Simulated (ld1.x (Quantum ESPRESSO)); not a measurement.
germanium (Ge): variants of one PAW potential

Base potential:

| Property | Result |
| --- | --- |
| Element | Ge |
| Generator | ld1.x (Quantum ESPRESSO) 7.5 |
| Type | PAW |
| Functional | LDA (PZ) |
| Relativity | scalar-relativistic |
| Frozen core | [Ar] 3d10 |
| Valence charge | 4 |
| Reference configuration | 4s2 4p1 (charge +1) |
| Partial waves | 4s (bound): rcut 1.55, rcutus 2.00 bohr; 4s channel at -1.15 Ry: rcut 1.55, rcutus 2.00 bohr; 4p (bound): rcut 1.65, rcutus 1.80 bohr; 4p channel at 0.35 Ry: rcut 1.65, rcutus 1.80 bohr; 4d channel at -0.15 Ry: rcut 1.40, rcutus 1.85 bohr; 4d channel at 2.2 Ry: rcut 1.40, rcutus 1.85 bohr |
| Local potential | all-electron potential smoothed inside 1.85 bohr (lloc = -1) |
| Core correction | Bessel-smoothed model core, default radius (core density twice the valence density) |
| Augmentation charge | PSQ, inside the norm-conserving radii |

All-electron outer shells of the reference configuration (LDA (PZ), scalar-relativistic, ld1.x):

```csv
shell,level (eV),outermost node (bohr),outermost maximum (bohr)
4s,-20.15,0.77,1.71
4p,-11.48,0.82,2.08
```

Cutoffs, loose and tight: the cutoffs (Ry, on a coarse ladder) from which the occupation-weighted sum of valence levels, in a spherical-Bessel basis at the reference potential, stays within 10 and 1 mRy of its value at 400 Ry. They do not see the model core or the augmentation charge, which bear on the density cutoff. Test errors are all-electron minus pseudo excitation energies from the reference, over the configurations 4s2 4p2; 4s2 4p0; 4s1 4p0; 4s0 4p4; 4s1 4p3; 4s2 4p2.3; 4s1 4p2 (two spin-polarised tests are not counted in the largest error). A dash means not determined; rows that change the core or the reference have their own tests. The largest error is taken over the tests solved by every variant that gives reliable tests at all: 4s1 4p0; 4s2 4p0; 4s2 4p2.

A true bound ghost makes a file unfit for plane-wave use even where its test errors are small: the radial tests pick states by their node count and pass the ghost by.

Cutoffs are not given where the Bessel-basis levels miss the radial ones by over 6 mRy, ghosts where they miss by over 20 mRy; a channel whose overlap is not positive is not tested.

The default core radius of the base comes out at 1.40 bohr.

```tsv
change	outcome	cutoff, loose	cutoff, tight	bound ghosts	largest test error (meV)
base	generated	6 Ry	8 Ry	d	-247
wave 4d channel at 2.2 Ry: rcut 1.40, rcutus 1.85 bohr becomes 4d channel at 0.17 Ry: rcut 1.40, rcutus 1.85 bohr	generated	6 Ry	8 Ry	d	-247
core correction Bessel-smoothed model core inside 2.02 bohr	generated	6 Ry	8 Ry	d	-247
waves 4d channel at -0.15 Ry: rcut 1.40, rcutus 2.46 bohr; 4d channel at 2.2 Ry: rcut 1.40, rcutus 2.46 bohr	generated	6 Ry	8 Ry	none	-247
local potential all-electron potential smoothed inside 2.14 bohr (lloc = -1)	generated	6 Ry	8 Ry	d	-247
all radii but the core radius scaled by about 0.87 (s 1.74, p 1.56, d 1.60 bohr, rcut 1.34/1.44/1.22); local potential all-electron potential smoothed inside 1.60 bohr (lloc = -1)	generated	12 Ry	25 Ry	d	-248
local potential all-electron potential smoothed inside 1.70 bohr (lloc = -1)	generated	6 Ry	8 Ry	d	-247
core [Ar], valence charge 14; reference 3d10 4s2 4p1; waves now 4s (bound): rcut 1.35, rcutus 1.65 bohr; 4s channel at -1.15 Ry: rcut 1.35, rcutus 1.65 bohr; 4p (bound): rcut 1.45, rcutus 1.95 bohr; 4p channel at 0.35 Ry: rcut 1.45, rcutus 1.95 bohr; 3d (bound): rcut 0.95, rcutus 1.25 bohr; 3d channel at 2.2 Ry: rcut 0.95, rcutus 1.25 bohr; 4f channel at 0.15 Ry: rcut 1.45, rcutus 2.00 bohr; 4f channel at 2 Ry: rcut 1.45, rcutus 2.00 bohr; local potential all-electron potential smoothed inside 1.90 bohr (lloc = -2); core correction Bessel-smoothed model core inside 0.95 bohr	generated	90 Ry	140 Ry	none	-312
type ultrasoft; waves now 4s (bound): rcut 1.55, rcutus 2.00 bohr; 4s channel at -1.15 Ry: rcut 1.55, rcutus 2.00 bohr; 4p (bound): rcut 1.65, rcutus 1.80 bohr; 4p channel at 0.35 Ry: rcut 1.65, rcutus 1.80 bohr; 4d channel at -0.15 Ry: rcut 1.40, rcutus 1.85 bohr	generated	6 Ry	8 Ry	none	-232
waves 4p (bound): rcut 1.65, rcutus 2.64 bohr; 4p channel at 0.35 Ry: rcut 1.65, rcutus 2.64 bohr	generated	6 Ry	10 Ry	d	-247
```

(1) What comes out with this change to the base: reference 4s1.75 4p2.25?

(2) What comes out with this change to the base: fully relativistic?

(3) What comes out with this change to the base: waves 4s (bound): rcut 1.55, rcutus 1.80 bohr; 4s channel at -1.15 Ry: rcut 1.55, rcutus 1.80 bohr?

Answers

(1) outcome: generated; cutoff, loose: 6 Ry; cutoff, tight: 10 Ry; bound ghosts: d; largest test error (meV): -306.

(2) outcome: generated; bound ghosts: not determined; largest test error (meV): -242.

(3) outcome: generated; cutoff, loose: 8 Ry; cutoff, tight: 15 Ry; bound ghosts: d; largest test error (meV): -248.
